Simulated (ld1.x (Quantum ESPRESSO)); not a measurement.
# Before and after: ultrasoft potential for carbon

ld1.x (Quantum ESPRESSO) 7.5 input, shortened:

```
&input
   title='C', zed=6., rel=0, dft='PBE', iswitch=3,
   config='[He] 2s2 2p1 3d-2'
 /
 &inputp
   pseudotype=3, tm=.true., lloc=-2, rcloc=1.80,
   nlcc=.false.
 /
6
2S  1  0   2.00   0.00  1.00  1.25  0.0
2S  1  0   0.00  -0.50  1.00  1.25  0.0
2P  2  1   1.00   0.00  1.75  2.00  0.0
2P  2  1   0.00  -0.30  1.75  2.00  0.0
3D  3  2  -2.00  -0.20  2.05  2.30  0.0
3D  3  2  -2.00   2.15  2.05  2.30  0.0
 &test
   configts(1)='2s2 2p1'
 /
```

All-electron outer shells of the reference configuration (PBE, non-relativistic, ld1.x):

```csv
shell,level (eV),outermost node (bohr),outermost maximum (bohr)
2s,-25.74,0.38,1.17
2p,-17.01,–,1.11
```

Change: local potential all-electron potential smoothed inside 1.15 bohr (lloc = -2).

Cutoffs: the cutoffs (Ry, on a coarse ladder) from which the occupation-weighted sum of valence levels, in a spherical-Bessel basis at the reference potential, stays within 10 and 1 mRy of its value at 400 Ry; they do not see the model core or the augmentation charge, which bear on the density cutoff. Errors are all-electron minus pseudo energies relative to the spin-unpolarised reference configuration.

Problem. What does the change do?

Solution. The potential gets neither clearly harder nor softer (15 Ry and 21 Ry → 15 Ry and 21 Ry); the errors of the 7 common tests hardly move; neither file shows a bound ghost.

| quantity | base | changed |
| --- | --- | --- |
| cutoff, loose | 15 Ry | 15 Ry |
| cutoff, tight | 21 Ry | 21 Ry |
| bound ghosts | none | none |
| error for 2s2 2p2, meV [ΔE -10.87 eV] | +11 | +11 |
| error for 2s2 2p0, meV [ΔE 24.16 eV] | +102 | +102 |
| error for 2s1 2p0, meV [ΔE 72.33 eV] | +298 | +297 |
| error for 2s0 2p4, meV [ΔE 6.08 eV] | +91 | +91 |
| error for 2s2 2p1.5, meV [ΔE -6.90 eV] | +7.5 | +7.3 |
| error for 2s1 2p3, meV [ΔE -2.40 eV] | +49 | +49 |
| error for 2s1 2p2, meV [ΔE 8.74 eV] | +12 | +12 |
| s: phases at 2.50 bohr within 0.05 rad from the reference energy up to (Ry; the scan ends near 5) | to the end of the scan | to the end of the scan |
| p: phases at 2.50 bohr within 0.05 rad from the reference energy up to (Ry; the scan ends near 5) | -0.0 | -0.0 |
| d: phases at 2.50 bohr within 0.05 rad from the reference energy up to (Ry; the scan ends near 5) | to the end of the scan | 4.7 |
| lowest overlap eigenvalue by channel | s 0.61, p 1.00, d 0.97 | s 0.53, p 1.00, d 0.91 |
